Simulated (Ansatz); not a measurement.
The same molecule with X = C, Ge, Sn. Ansatz, PBE0-D4/def2-TZVP geometries, multiplicity 1. Each molecule was computed in one conformer, which needn't be the lowest.

Elements past krypton have def2 core potentials. Scalar relativity is left out up to krypton.

```csv
X,molecule,mean X–Cl bond length / Å,mean X–H bond length / Å,mean X–O bond length / Å,HOMO–LUMO gap (ωB97M-V/def2-TZVPP) / eV,HOMO energy (ωB97M-V/def2-TZVPP) / eV,size of the dipole moment (B3LYP/def2-TZVPP) / D
Ge,`[OH][GeH]([OH])[Cl]`,2.153,1.523,1.757,13.27,-11.53,0.99
Sn,`[OH][SnH]([OH])[Cl]`,2.324,1.688,1.944,12.05,-11.44,0.75
```

(1) Give the row for X = C, `OC(O)Cl`. (Estimate.)

Answers

(1) Ansatz gave: 
```
X   molecule  mean X–Cl bond length / Å  mean X–H bond length / Å  mean X–O bond length / Å  HOMO–LUMO gap (ωB97M-V/def2-TZVPP) / eV  HOMO energy (ωB97M-V/def2-TZVPP) / eV  size of the dipole moment (B3LYP/def2-TZVPP) / D
C  `OC(O)Cl`                      1.794                     1.091                     1.375                                    13.22                                 -10.96                                              2.17
```

From C to Sn the mean X–Cl bond length rises at each step, by 0.530 Å in all; the mean X–H bond length rises at each step, by 0.597 Å in all; the mean X–O bond length rises at each step, by 0.569 Å in all; the HOMO–LUMO gap (ωB97M-V/def2-TZVPP) isn't monotonic: highest at Ge, lowest at Sn; the HOMO energy (ωB97M-V/def2-TZVPP) isn't monotonic: highest at C, lowest at Ge. Bonds lengthen as the atom grows down the group. Dipoles are sizes alone, and their direction can turn along the series.

B3LYP here is the variant with VWN-RPA as its local correlation; programs differ in this.
